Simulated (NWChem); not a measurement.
System: SiH$_{4}$SeO; SMILES O[SiH2][SeH]

The following NWChem deck was run.

```
start job
memory heap 200 mb stack 900 mb global 1100 mb
geometry units angstroms noautoz
  Si    -0.492878     1.118303     0.029077
  O      0.800586     2.160314     0.003290
  Se     0.108033    -1.081990    -0.079050
  H     -1.206958     1.426669     1.293554
  H     -1.387843     1.267962    -1.156856
  H      1.435390     2.036399    -0.709613
  H      0.808142    -1.045397     1.215579
end
basis spherical
  * library def2-svp
end
dft
  xc b3lyp
  grid coarse
  iterations 150
  mulliken
end
task dft gradient
```

Parts of the log:

```
             Northwest Computational Chemistry Package (NWChem) 7.3.0
             --------------------------------------------------------

 C1  symmetry detected

                             Geometry "geometry" -> ""
                             -------------------------

 Output coordinates in angstroms (scale by  1.889725989 to convert to a.u.)

  No.       Tag          Charge          X              Y              Z
 ---- ---------------- ---------- -------------- -------------- --------------
    1 Si                  14.0000    -0.55570668     1.11470686     0.00487259
    2 O                    8.0000     0.72468749     2.17303277     0.01104313
    3 Se                  34.0000     0.07648291    -1.07928883    -0.02330560
    4 H                    1.0000    -1.32908127     1.44329126     1.22872959
    5 H                    1.0000    -1.39879912     1.22430308    -1.22271898
    6 H                    1.0000     1.39205850     2.04080775    -0.66990783
    7 H                    1.0000     0.71779649    -1.00274009     1.29972619

 Effective nuclear repulsion energy (a.u.)     244.3854781517

                                 NWChem DFT Module
                                 -----------------

 Summary of "ao basis" -> "ao basis" (spherical)
 ------------------------------------------------------------------------------
       Tag                 Description            Shells   Functions and Types
 ---------------- ------------------------------  ------  ---------------------
 Si                         def2-svp                 8       18   4s3p1d
 O                          def2-svp                 6       14   3s2p1d
 Se                         def2-svp                12       32   5s4p3d
 H                          def2-svp                 3        5   2s1p

            General Information
            -------------------
          SCF calculation type: DFT
          Wavefunction type:  closed shell.
          No. of atoms     :     7
          No. of electrons :    60
           Alpha electrons :    30
            Beta electrons :    30
          Charge           :     0
          Spin multiplicity:     1
          Use of symmetry is: off; symmetry adaption is: off
          Maximum number of iterations: 150
          AO basis - number of functions:    84
                     number of shells:    38
          Convergence on energy requested:  1.00D-06
          Convergence on density requested:  1.00D-05
          Convergence on gradient requested:  5.00D-04

              XC Information
              --------------
                         B3LYP Method XC Potential
                     Hartree-Fock (Exact) Exchange  0.200
                        Slater Exchange Functional  0.800 local
                    Becke 1988 Exchange Functional  0.720 non-local
              Lee-Yang-Parr Correlation Functional  0.810
                  VWN I RPA Correlation Functional  0.190 local

             Grid Information
             ----------------
          Grid used for XC integration:  coarse
          Radial quadrature: Mura-Knowles
          Angular quadrature: Lebedev.
          Tag              B.-S. Rad. Rad. Pts. Rad. Cut. Ang. Pts.
          ---              ---------- --------- --------- ---------
          Si                  1.10       70           8.0       302
          O                   0.60       35           9.0       302
          Se                  1.15       95          10.0       302
          H                   0.35       35          10.0       302
          Grid pruning is: on
          Number of quadrature shells:   340
          Spatial weights used:  Erf1

      Superposition of Atomic Density Guess
      -------------------------------------

 Sum of atomic energies:       -2764.93859948

      Non-variational initial energy
      ------------------------------

 Total energy =   -2765.787337
 1-e energy   =   -4335.638948
 2-e energy   =    1325.466132
 HOMO         =      -0.298452
 LUMO         =       0.059905

     ---------------------------------------------
      Total Density - Mulliken Population Analysis
     ---------------------------------------------

    Atom       Charge   Shell Charges
 -----------   ------   -------------------------------------------------------
    1 Si  14    13.13   2.00  1.99  0.95  0.21  5.93  0.97  0.85  0.23
    2 O    8     8.77   1.99  1.10  0.63  3.10  1.94  0.00
    3 Se  34    34.45   2.00  2.00  2.00  1.33  0.54  6.00  5.98  1.98  2.59  8.20  1.76  0.08
    4 H    1     1.09   0.70  0.38  0.01
    5 H    1     1.10   0.70  0.38  0.01
    6 H    1     0.66   0.52  0.07  0.06
    7 H    1     0.82   0.57  0.23  0.02

   convergence    iter        energy       DeltaE   RMS-Dens  Diis-err
 ---------------- ----- ----------------- --------- --------- ---------
 d= 0,ls=0.0,diis     1  -2768.2805223862 -3.01D+03  1.35D-02  5.95D-01
 d= 0,ls=0.0,diis     2  -2768.2485630694  3.20D-02  7.94D-03  9.92D-01
 d= 0,ls=0.0,diis     3  -2768.3431581081 -9.46D-02  1.72D-03  4.31D-02
 d= 0,ls=0.0,diis     4  -2768.3467461422 -3.59D-03  7.55D-04  4.03D-03
 d= 0,ls=0.0,diis     5  -2768.3471977187 -4.52D-04  2.01D-04  2.08D-04
  Resetting Diis
 d= 0,ls=0.0,diis     6  -2768.3472265986 -2.89D-05  2.93D-05  5.23D-06
 d= 0,ls=0.0,diis     7  -2768.3472273223 -7.24D-07  1.15D-05  3.05D-07
 d= 0,ls=0.0,diis     8  -2768.3472273221  1.85D-10  6.07D-06  2.99D-07

         Total DFT energy =    -2768.347227322099
      One electron energy =    -4337.844458946754
           Coulomb energy =     1443.380513206483
    Exchange-Corr. energy =     -118.268759733534
 Nuclear repulsion energy =      244.385478151707

 Numeric. integr. density =       60.000111259742

                       DFT Final Molecular Orbital Analysis
                       ------------------------------------

 Vector   28  Occ=2.000000D+00  E=-3.267960D-01
              MO Center= -3.1D-01,  1.2D+00,  1.4D-02, r^2= 3.7D+00
   Bfn.  Coefficient  Atom+Function         Bfn.  Coefficient  Atom+Function
  ----- ------------  ---------------      ----- ------------  ---------------
    24      0.328062  2 O  pz                70      0.254044  5 H  s
    65     -0.246478  4 H  s                 27      0.231016  2 O  pz
    71      0.204323  5 H  s                 66     -0.193510  4 H  s
    10     -0.182778  1 Si pz                22      0.174610  2 O  px
    37     -0.142545  3 Se s                 36     -0.141765  3 Se s

 Vector   29  Occ=2.000000D+00  E=-3.008538D-01
              MO Center=  7.0D-02,  2.6D-01, -1.0D-01, r^2= 4.0D+00
   Bfn.  Coefficient  Atom+Function         Bfn.  Coefficient  Atom+Function
  ----- ------------  ---------------      ----- ------------  ---------------
    48      0.360883  3 Se py                45      0.354376  3 Se py
    23      0.282697  2 O  py                42     -0.222983  3 Se py
    26      0.214970  2 O  py                22     -0.162336  2 O  px
    24     -0.162430  2 O  pz                70     -0.161328  5 H  s
     9     -0.160145  1 Si py                71     -0.134774  5 H  s

 Vector   30  Occ=2.000000D+00  E=-2.506262D-01
              MO Center=  5.4D-02, -8.5D-01,  9.8D-03, r^2= 2.3D+00
   Bfn.  Coefficient  Atom+Function         Bfn.  Coefficient  Atom+Function
  ----- ------------  ---------------      ----- ------------  ---------------
    47      0.506587  3 Se px                44      0.422221  3 Se px
    41     -0.269838  3 Se px                49     -0.259255  3 Se pz
    46     -0.214444  3 Se pz                48      0.167138  3 Se py
    43      0.137214  3 Se pz                45      0.127498  3 Se py
    23      0.118145  2 O  py                26      0.088039  2 O  py

 Vector   31  Occ=0.000000D+00  E= 5.852259D-03
              MO Center=  2.9D-01, -8.2D-01,  6.1D-01, r^2= 3.5D+00
   Bfn.  Coefficient  Atom+Function         Bfn.  Coefficient  Atom+Function
  ----- ------------  ---------------      ----- ------------  ---------------
    81      1.216476  7 H  s                 49     -0.815353  3 Se pz
    37     -0.676023  3 Se s                 47     -0.450246  3 Se px
     3     -0.361886  1 Si s                 66      0.336829  4 H  s
    80      0.318971  7 H  s                 46     -0.239853  3 Se pz
    36     -0.206630  3 Se s                 13     -0.188401  1 Si pz

 Vector   32  Occ=0.000000D+00  E= 2.048449D-02
              MO Center=  2.3D-01,  1.2D+00, -3.1D-01, r^2= 4.3D+00
   Bfn.  Coefficient  Atom+Function         Bfn.  Coefficient  Atom+Function
  ----- ------------  ---------------      ----- ------------  ---------------
    21     -0.831500  2 O  s                 11      0.771833  1 Si px
    76      0.587011  6 H  s                 12      0.387359  1 Si py
    47     -0.246529  3 Se px                66      0.201038  4 H  s
    26      0.178559  2 O  py                 8      0.177656  1 Si px
    20     -0.166601  2 O  s                 27      0.160511  2 O  pz

 Vector   33  Occ=0.000000D+00  E= 3.063552D-02
              MO Center= -3.5D-01,  3.2D-01,  1.3D-01, r^2= 4.5D+00
   Bfn.  Coefficient  Atom+Function         Bfn.  Coefficient  Atom+Function
  ----- ------------  ---------------      ----- ------------  ---------------
    12      0.958356  1 Si py                48      0.839764  3 Se py
     4     -0.749150  1 Si s                 37      0.714971  3 Se s
     3     -0.465165  1 Si s                 36      0.356211  3 Se s
    81     -0.306610  7 H  s                  9      0.286652  1 Si py
    66      0.233503  4 H  s                 45      0.225814  3 Se py

     ---------------------------------------------
      Total Density - Mulliken Population Analysis
     ---------------------------------------------

    Atom       Charge   Shell Charges
 -----------   ------   -------------------------------------------------------
    1 Si  14    13.42   2.00  1.98  1.04  0.10  5.93  1.23  0.82  0.32
    2 O    8     8.38   1.99  1.07  0.64  2.90  1.78  0.01
    3 Se  34    34.23   2.00  2.00  1.99  1.43  0.45  6.00  5.97  2.01  2.33  8.16  1.77  0.12
    4 H    1     1.09   0.75  0.33  0.01
    5 H    1     1.11   0.75  0.35  0.01
    6 H    1     0.81   0.67  0.07  0.07
    7 H    1     0.95   0.70  0.23  0.02

     -------------------------------------------
      Total Density - Lowdin Population Analysis
     -------------------------------------------

    Atom       Charge   Shell Charges
 -----------   ------   -------------------------------------------------------
    1 Si  14    13.58   2.00  1.93  0.66  0.34  5.81  1.24  1.10  0.49
    2 O    8     8.22   1.97  0.88  0.60  2.73  2.03  0.01
    3 Se  34    34.07   2.00  2.00  1.96  1.08  0.64  5.99  5.80  2.08  2.44  7.82  2.04  0.21
    4 H    1     1.10   0.65  0.42  0.02
    5 H    1     1.11   0.66  0.43  0.02
    6 H    1     0.91   0.55  0.18  0.18
    7 H    1     1.01   0.60  0.34  0.06

     Multipole analysis of the density
     ---------------------------------

     L   x y z        total         alpha         beta         nuclear
     -   - - -        -----         -----         ----         -------
     0   0 0 0     -0.000000    -30.000000    -30.000000     60.000000

     1   1 0 0      0.261187      0.130593      0.130593      0.000000
     1   0 1 0      0.076619      0.038309      0.038309     -0.000000
     1   0 0 1     -0.184628     -0.092314     -0.092314     -0.000000

     2   2 0 0    -27.921888    -40.564939    -40.564939     53.207989
     2   1 1 0      0.061736      0.727925      0.727925     -1.394113
     2   1 0 1     -0.495949     -0.325029     -0.325029      0.154108
     2   0 2 0    -31.421117   -200.567329   -200.567329    369.713542
     2   0 1 1     -2.352290      1.092854      1.092854     -4.537997
     2   0 0 2    -27.612984    -23.024584    -23.024584     18.436183

            General Information
            -------------------
          SCF calculation type: DFT
          Wavefunction type:  closed shell.
          No. of atoms     :     7
          No. of electrons :    60
           Alpha electrons :    30
            Beta electrons :    30
          Charge           :     0
          Spin multiplicity:     1
          Use of symmetry is: off; symmetry adaption is: off
          Maximum number of iterations: 150
          AO basis - number of functions:    84
                     number of shells:    38
          Convergence on energy requested:  1.00D-06
          Convergence on density requested:  1.00D-05
          Convergence on gradient requested:  5.00D-04

              XC Information
              --------------
                         B3LYP Method XC Potential
                     Hartree-Fock (Exact) Exchange  0.200
                        Slater Exchange Functional  0.800 local
                    Becke 1988 Exchange Functional  0.720 non-local
              Lee-Yang-Parr Correlation Functional  0.810
                  VWN I RPA Correlation Functional  0.190 local

             Grid Information
             ----------------
          Grid used for XC integration:  coarse
          Radial quadrature: Mura-Knowles
          Angular quadrature: Lebedev.
          Tag              B.-S. Rad. Rad. Pts. Rad. Cut. Ang. Pts.
          ---              ---------- --------- --------- ---------
          Si                  1.10       70           8.0       302
          O                   0.60       35           9.0       302
          Se                  1.15       95          10.0       302
          H                   0.35       35          10.0       302
          Grid pruning is: on
          Number of quadrature shells:   340
          Spatial weights used:  Erf1

          Convergence Information
          -----------------------
          Convergence aids based upon iterative change in
          total energy or number of iterations.
          Levelshifting, if invoked, occurs when the
          HOMO/LUMO gap drops below (HL_TOL):  1.00D-02
          DIIS, if invoked, will attempt to extrapolate
          using up to (NFOCK): 10 stored Fock matrices.

                    Damping( 0%)  Levelshifting(0.5)       DIIS
                  --------------- ------------------- ---------------
          dE  on:    start            ASAP                start
          dE off:    2 iters        150 iters           150 iters

                            NWChem DFT Gradient Module
                            --------------------------

  charge          =   0.00
  wavefunction    = closed shell

                         DFT ENERGY GRADIENTS

    atom               coordinates                        gradient
                 x          y          z           x          y          z
   1 Si     -1.050133   2.106491   0.009208    0.004613  -0.002404  -0.000184
   2 O       1.369461   4.106436   0.020868    0.000010  -0.002040  -0.001619
   3 Se      0.144532  -2.039560  -0.044041   -0.000758   0.004267   0.000778
   4 H      -2.511599   2.727425   2.321962   -0.000519   0.000072   0.001005
   5 H      -2.643347   2.313597  -2.310604   -0.000436  -0.000133  -0.000915
   6 H       2.630609   3.856567  -1.265942   -0.002384  -0.000061   0.001859
   7 H       1.356439  -1.894904   2.456126   -0.000527   0.000298  -0.000924
```

Level: B3LYP/def2-SVP. All runs use the structure optimised with PBE0/def2-SVP.
